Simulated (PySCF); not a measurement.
Ionisation energy of Pt³⁶⁺ by level of theory

Pt³⁶⁺ [Kr] 4d6 [4d3/2^4 4d5/2^2, M_J = 4] → Pt³⁷⁺ [Kr] 4d5 [4d3/2^4 4d5/2^1, M_J = 5/2], as a difference of total energies. Computed with PySCF 2.14 in an even-tempered Gaussian basis (17 s from 3.9 bohr⁻², ratio 2.8; 14 p from 5.1 bohr⁻², ratio 2.8; 9 d from 5.1 bohr⁻², ratio 2.8; 3 f from 21 bohr⁻², ratio 3), with the two-component X2C-1e Hamiltonian. Correlated levels: [Ar] 3d10 frozen; the 92 highest virtual spinors dropped. "Screened" scales the spin-orbit matrix elements by Boettger's factors to mimic the two-electron term; Breit and QED terms are absent.

| method | ionisation energy (eV) |
| --- | --- |
| GHF (spin-free) | 1624.9 |
| GMP2 (spin-free) | 1625.4 |
| GHF (screened spin-orbit) | 1623.6 |
| GMP2 (screened spin-orbit) | 1623.4 |

Breit and QED terms and the two-electron picture change are absent.

The spin-free rows relax to the high-spin LS determinant and lack the spin-orbit shift.

The labels give the starting determinants; with spin-orbit coupling the two ends relaxed to ⟨J²⟩ = 20.01, ⟨L²⟩ = 12.30, ⟨S²⟩ = 3.14 and ⟨J²⟩ = 8.75, ⟨L²⟩ = 5.77, ⟨S²⟩ = 3.10.

For comparison: 1624 ± 5 eV (theoretical estimate listed by NIST; NIST Atomic Spectra Database, ionization energies).
